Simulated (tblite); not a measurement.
diethyl ether (C4H10O), singlet, at a GFN2-xTB geometry; GFN1-xTB run with tblite 0.6.0.

Here is a job for tblite.
```
$ tblite run mol.xyz --method gfn1 --charge 0 --spin 0 --guess eeq --json tblite.json --no-restart

# file mol.xyz
15

C      2.31099308     0.42947687    -0.10128155
C      0.80676931     0.65277486    -0.11329295
O      0.18012005    -0.51769505     0.36600134
C     -1.20070496    -0.39678232     0.60942448
C     -2.05442706    -0.30045813    -0.65468708
H      2.64565363     0.21459523     0.90971363
H      2.56088994    -0.41747000    -0.73389738
H      2.82210012     1.31514652    -0.46862766
H      0.54182713     1.50676941     0.53119730
H      0.47267038     0.88141791    -1.13611301
H     -1.39403805     0.47580067     1.25400926
H     -1.46353949    -1.30328974     1.16144758
H     -3.10574212    -0.36144243    -0.38710070
H     -1.81234563    -1.12013823    -1.32655824
H     -1.88421869     0.64010331    -1.17305903
```

What the program printed (banner, timings and long lists left out):

```
xTB calculator
 | screened Coulomb repulsion
 | Coulomb electrostatics
 |  * isotropic Klopman-Ohno-Mataga-Nishimoto electrostatics
 |  * onsite third-order electrostatics
 | DFT-D3(BJ) dispersion correction

halogen bonding energy    0.0000000000000E+00 Eh
repulsion energy          2.0568005595548E-01 Eh
dispersion energy        -4.2846470173368E-03 Eh
number of electrons       3.2000000000000E+01 e
integral cutoff           1.9731147476801E+01 bohr

------------------------------------------------------------
  cycle        total energy    energy error   density error
------------------------------------------------------------
      1     -18.50445554400  -1.8705851E+01   5.2515708E-01
      2     -18.55619809357  -5.1742550E-02   3.1615464E-01
      3     -18.55692853247  -7.3043890E-04   5.8353645E-02
      4     -18.55791296046  -9.8442799E-04   6.2396197E-03
      5     -18.55795460346  -4.1642993E-05   1.9692241E-03
      6     -18.55796264183  -8.0383748E-06   3.4221698E-04
      7     -18.55796283925  -1.9741878E-07   3.0761980E-05
      8     -18.55796284142  -2.1685693E-09   1.2903924E-05
------------------------------------------------------------

electronic energy        -1.8759358250358E+01 Eh
total energy             -1.8557962841420E+01 Eh

Post processing:
 | Mayer-Wiberg bond orders

[Info] JSON dump of results written to 'tblite.json'
```
